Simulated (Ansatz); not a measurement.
Molecule: trihydroxy(propan-2-yl)silane, C$_{3}$H$_{10}$O$_{3}$Si, net charge 0, singlet state. 
Geometry from a B3LYP-D3(BJ)/def2-TZVP (Ansatz, a program for electronic structure) optimisation:
```
C
H 1 1.0964
C 1 1.5356 2 108.18
H 3 1.0920 1 111.05 2 -177.95
H 3 1.0927 4 107.91 1 -123.04
H 3 1.0934 4 107.68 5 -115.43
C 1 1.5356 2 108.16 3 120.29
H 7 1.0920 1 111.05 2 177.98
H 7 1.0926 8 107.92 1 123.00
H 7 1.0934 8 107.67 9 115.47
Si 1 1.8675 2 105.49 7 119.82
O 11 1.6435 1 113.13 2 -57.63
H 12 0.9594 11 117.34 1 -64.80
O 11 1.6435 12 101.88 13 173.45
H 14 0.9594 11 117.39 12 -176.32
O 11 1.6509 12 111.88 13 53.68
H 16 0.9610 11 117.60 12 57.60
```

Total electronic energies in hartree. Correlated levels leave the core frozen unless marked. No spin-orbit coupling. Non-relativistic. Basis-set limits of correlation are two-point, X^-3; Hartree-Fock from the larger set. [CCSD(T)-MP2]/basis is that difference in the basis named.

| level | program | energy (Eh) |
|---|---|---|
| HF/cc-pV(Q+d)Z | Ansatz | -633.31234 |
| revPBE/def2-TZVPD | Ansatz | ? |
| B3LYP/def2-TZVPD | Ansatz | ? |
| PBE0/STO-3G | Ansatz | -627.16641 |
| PBE0/def2-TZVP | Ansatz | -635.32245 |
| PBE0/def2-QZVPP | Ansatz | -635.36009 |
| r2SCAN0-D4/def2-TZVPD | Ansatz + dftd4 | -635.58837 |
| LC-wPBE-D4/def2-TZVPD | Ansatz + dftd4 | ? |
| B2GP-PLYP-D4/def2-TZVPD | Ansatz + dftd4 | -635.36032 |
| MP2/cc-pV(T+d)Z | Ansatz | -634.65568 |
| CCSD/6-31G* | Ansatz | -634.15162 |
| CCSD/cc-pVTZ | Ansatz | -634.69062 |
| CCSD(T)/6-31G* | Ansatz | -634.17635 |
| CCSD(T)/cc-pVTZ | Ansatz | -634.74341 |
| RI-MP2/CBS(aug-cc-pV(T+d)Z,aug-cc-pV(Q+d)Z)+[CCSD(T)-MP2]/aug-cc-pV(T+d)Z | Ansatz | -634.9608 |

### Question
Complete the blanks.

### Answer

- revPBE/def2-TZVPD, energy (Eh): -635.64995
- B3LYP/def2-TZVPD, energy (Eh): -635.86354
- LC-wPBE-D4/def2-TZVPD, energy (Eh): -635.56559
